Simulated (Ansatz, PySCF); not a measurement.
Donor–acceptor adduct: GaH2I (SMILES [GaH2][I]) (first 4 atoms) with H2O (SMILES O); geometry from B3LYP-D3(BJ)/def2-TZVP, rigid monomers moved along the line of their centres of mass till Ga1···O5 is 2.46 Å.
(charge 0, multiplicity 1):
```xyz
7

Ga    -0.0273    -1.2065     1.5089
I     -0.1618     1.0681     0.2849
H      1.3965    -1.8371     1.4839
H     -1.4106    -1.9196     1.6619
O      0.0089    -0.2611     3.7757
H      0.1734     0.6676     3.5437
H     -0.8625    -0.2871     4.1932
```

Interaction energies are E(AB) − E(A) − E(B) at the monomers' geometry in the complex; basis-set methods are counterpoise corrected. Rows marked so take none.

Rows in 3-21G carry no dispersion term and start afresh at each structure; the Pople sets are all-electron and without relativity.

Codes used: Ansatz (a program for electronic structure) with Gaussian orbitals; PySCF for 3-21G rows, the dispersion terms. Each number belongs to the level named beside it. In def2 rows elements past Kr take small-core potentials, without spin–orbit coupling.

Task: One of these levels gives -17.17 kcal/mol for the interaction energy. Which one is it?
A. r2SCAN-D3(BJ)/def2-TZVPPD
B. B3LYP/3-21G (no counterpoise)
C. B3LYP-D4/def2-TZVPPD

Result: A, r2SCAN-D3(BJ)/def2-TZVPPD. The others give -31.13 (B3LYP/3-21G (no counterpoise)), -15.29 (B3LYP-D4/def2-TZVPPD)
